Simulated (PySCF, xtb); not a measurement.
ClH₅OSi₂, SMILES O[Si@@H]([SiH3])Cl.

GFN2-xTB (xtb) at its own geometry gives an orbital gap of 4.50 eV and a dipole moment of 1.72 D.

Geometry optimised at B3LYP-D3(BJ)/def2-SVP. The structure was generated by enumeration; whether it is a known compound was not checked. Other conformers were not sampled.

### Question
What does PySCF with M06-2X/def2-TZVP give? (An estimate is asked for; the answer gives what the named calculation found.)

### Answer
gap 9.65 eV (levels -9.28 and 0.38 eV), dipole 1.46 D.
